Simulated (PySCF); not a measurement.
Ge(H)2 cation (GeH2), SMILES [GeH2] (connectivity only; charge and spin as stated), charge +1, multiplicity 2. Geometry: PBE-D3(BJ)/def2-TZVPD. The multiplicity is an assumed one; other spin states were not compared. The isomer is the one that the SMILES or the coordinates give; other isomers of the formula were not compared.

Method: PBE-D3(BJ)/def2-TZVPD run with PySCF 2.14.0.

Harmonic wavenumbers (cm⁻¹): 796, 1907, 2011. Rotational constants (GHz): 425.3, 134.8, 102.4; symmetry number 2.

Problem. Work out the zero-point energy and the ideal-gas rigid-rotor harmonic-oscillator thermochemistry at 298.15 K and 1 atm.

Solution. ZPE = ½ Σ hcν = ½ × 4713 cm⁻¹ = 28.19 kJ/mol. H − E(el) = 38.32 kJ/mol. Entropy in J/(mol K): translation 162.53, rotation 55.61, vibration 0.90, spin 5.76, total 224.80. G − E(el) = -28.70 kJ/mol. Cp = 36.13 J/(mol K).
